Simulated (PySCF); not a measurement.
PySCF input for Cd(Br)(SeH) (BrCdHSe), SMILES [SeH][Cd][Br], r2SCAN-D4/def2-SVP. Geometry: r2SCAN-D4/def2-SVP. The def2 effective core potentials stand for the cores of Cd; spin–orbit coupling is left out. Other conformers were not sampled.

```python
import numpy as np
from pyscf import gto, scf, dft, df
from pyscf.hessian import thermo

mol = gto.M(
    atom='''
    Cd   -0.00901529    0.00865864    0.00000000
    Br    0.00649367    2.42798596   -0.00000000
    Se   -0.03621832   -2.43892627   -0.00000000
    H     1.43687827   -2.47163025   -0.00000000
    ''',
    basis='def2-SVP',
    ecp={'Cd': 'def2-svp'},
    charge=0,
    spin=0,
    max_memory=1600,
    verbose=3,
)
mf = dft.RKS(mol, xc='r2scan').density_fit(auxbasis='def2-universal-jkfit')
mf.disp = 'd4'
mf.grids.level = 4
mf.conv_tol = 1e-11
mf.max_cycle = 100
mf.kernel()

# [left out here: the lines that compute and print the analytic Hessian (its translational invariance restored by hand, since the grid's response is missing), thermochemistry and intensities]
```

Output:

```
converged SCF energy = -5143.56964126469

WARN: MGGA Hessian is sensitive to dft grids. grids.level 4 may not be dense enough.


WARN: DFTD4 does not support analytical Hessian, using finite difference.


WARN: Mole.unit (angstrom) is changed to Bohr

Mode                                 0                   1                   2
Irrep
Freq [cm^-1]                       62.1866             64.0828            196.0773
Reduced mass [au]                  44.6159             87.8107             55.4879
Force const [Dyne/A]                0.1017              0.2125              1.2569
Char temp [K]                      89.4727             92.2009            282.1115
Normal mode                   x     y     z       x     y     z       x     y     z
       0  Cd                -0.07  0.00  0.00   -0.00  0.00 -0.07   -0.00  0.00  0.00
       1  Br                 0.05 -0.00 -0.00    0.00  0.00  0.05    0.00  0.08 -0.00
       2  Se                 0.05 -0.00 -0.00    0.00 -0.00  0.05   -0.00 -0.08 -0.00
       3   H                 0.05  0.10 -0.00    0.00  0.00  0.03   -0.00 -0.07 -0.00
Mode                                 3                   4                   5
Irrep
Freq [cm^-1]                      308.1861            576.8086           2425.4222
Reduced mass [au]                  81.5120              1.0318              1.0205
Force const [Dyne/A]                4.5614              0.2023              3.5371
Char temp [K]                     443.4112            829.8991           3489.6426
Normal mode                   x     y     z       x     y     z       x     y     z
       0  Cd                 0.00  0.07  0.00   -0.01  0.00 -0.00   -0.00  0.00  0.00
       1  Br                -0.00 -0.06 -0.00    0.00  0.00  0.00    0.00 -0.00 -0.00
       2  Se                -0.00 -0.05 -0.00    0.01  0.01  0.00   -0.01  0.00 -0.00
       3   H                -0.00 -0.04 -0.00   -0.03 -0.98  0.00    0.99 -0.03 -0.00
temperature 298.1500 [K]
pressure 101325.00 [Pa]
Rotational constants [GHz] 233.85936 0.53367 0.53246
Symmetry number 1
Zero-point energy (ZPE) 0.00828 [Eh]   21728.752 [J/mol]
                           tot       elec      trans        rot        vib
Entropy [J/mol/K]       340.723      0.000    178.673    108.716     53.334
Cv [J/mol/K]             60.637      0.000     12.472     12.472     35.694
Cp [J/mol/K]             68.951      0.000     20.786     12.472     35.694
Internal energy [J/mol]                      3718.434   3718.434  28989.543
Internal energy [Eh]   -5143.55577  -5143.56964
Enthalpy [J/mol]                             6197.391   3718.434  28989.543
Enthalpy [Eh]          -5143.55482
Gibbs free energy [J/mol]                  -47074.041 -28695.348  13088.090
Gibbs free energy [Eh] -5143.59352
mode   freq/cm-1   IR/(km/mol)
   1       62.19         4.304
   2       64.08         3.811
   3      196.08         0.555
   4      308.19        33.483
   5      576.81         0.404
   6     2425.42         7.529
max |gradient| / (hartree/bohr): 4.838162541305069e-05
APT charges: [ 0.8355 -0.5279 -0.3124  0.0037]
```

The run converged.

Cost: very roughly 2.9 core-minutes.
